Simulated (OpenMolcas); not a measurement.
Tm2+ among 6 point charges of -1 e arranged as a trigonal antiprism (D3d), with a polar angle of 52.0° against the regular 54.74°.

```yaml
Program: OpenMolcas 26.06
Method: CASSCF
Basis: ANO-RCC-VTZP [8s7p5d3f2g1h]
Scalar_Hamiltonian: DKH2, point nucleus
Active_space: 13 electrons in 7 orbitals (4f)
State_averaging: 2S+1 = 2 odd, 7 roots
Spin-orbit_coupling: RASSI with atomic mean-field integrals over the reference wave functions
```

All point charges move together. At R = 2.34 Å the width of the lowest J multiplet is 564 cm-1, and at R = 2.49 Å it is 450 cm-1.

**Question.** A third run gives 305 cm-1. What distance was it run at?

**Answer.** With a power law R^-n the two known points give n = -ln(450 / 564) / ln(2.49 / 2.34) = 3.63. Then R = 2.34 × (564 / 305)^(1/3.63) = 2.772 Å. The run was at 2.78 Å, so the estimate is off by -0.008 Å.

This is an electrostatic model: the charges have no orbitals. A group larger than the point group allows holds several states that coincide in this model. No measured value stands beside these numbers.
